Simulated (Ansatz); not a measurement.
```yaml
crystal:
  periodic: [false, false, false]
  atoms:
    - {symbol: Si, position_ang: [-0.861840, -0.936288, 0.903014]}
    - {symbol: O, position_ang: [0.543520, -0.245124, 1.328608]}
    - {symbol: C, position_ang: [0.653315, 0.857371, 0.364868]}
    - {symbol: N, position_ang: [1.479108, 0.539726, -0.766947]}
    - {symbol: Al, position_ang: [-0.153380, 0.563567, -1.390751]}
    - {symbol: H, position_ang: [-0.942493, -2.330310, 1.406998]}
    - {symbol: H, position_ang: [-0.908848, -1.095417, -0.642375]}
    - {symbol: H, position_ang: [-2.086032, -0.169228, 1.232847]}
    - {symbol: H, position_ang: [0.894445, 1.755687, 0.931727]}
    - {symbol: H, position_ang: [2.447389, 0.286833, -0.645948]}
    - {symbol: H, position_ang: [-0.999682, 0.716180, -2.701442]}
basis:
  gaussian: {orbitals: def2-TZVPD}
magnetization: {spin_polarized: true, initial_magnetization: 3}
hamiltonian: {xc: {name: wPBEh}}
accuracy: high
```

```sh
$ ansatz run in.yaml --threads 4 --pin off --events-out ev --progress --plain --max-ram 10444MiB
```

Shortened log:

```
Error: a molecule whose nuclei and cores have a total charge of 54 cannot have a net charge of 0 together with 3 unpaired electrons
```

Task: Something in this input is off. What?

Result: The number of unpaired electrons doesn't fit the electron count. The input was rejected before any iteration.
